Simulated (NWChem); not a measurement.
System: WNH2O2F; SMILES [NH]=[W](=[O])([OH])[F]

```xyz
7

W     -0.0127     0.0085     0.0164
O     -0.9948    -0.1057     1.4276
N     -1.0449    -0.1897    -1.4023
H     -1.9950    -0.3272    -1.7631
F      0.7901     1.7167    -0.0747
O      1.2214    -1.4365     0.0376
H      1.3260    -2.0836    -0.6831
```
Atoms are numbered in this order, from 1.

Computed with NWChem. Medium grid unless said otherwise, to which SCAN and Minnesota functionals are sensitive. All runs use the structure optimised with PBE-D3(BJ)/def2-SVP. def2 effective core potentials on W; no spin-orbit coupling. Total energies of different functionals are on different scales.

```csv
level,energy (Ha),highest occupied level (eV),orbital gap (eV),dipole (D)
B3LYP/def2-SVP,-373.2922,-8.14,6.27,3.26
PBE/def2-SVP,-373.0268,-6.91,4.54,3.13
r2SCAN/def2-SVP,-373.1751,-7.29,4.92,3.22
BP86/def2-SVP,-373.4131,-7.02,4.54,3.14
PW91/def2-SVP,-373.2846,-6.98,4.53,3.14
LRC-wPBEh/def2-SVP,-372.9763,-10.27,10.32,3.26
PBE0/def2-SVP,-372.9370,-8.44,6.76,3.28
BLYP/def2-SVP,-373.2446,-6.75,4.50,3.13
```
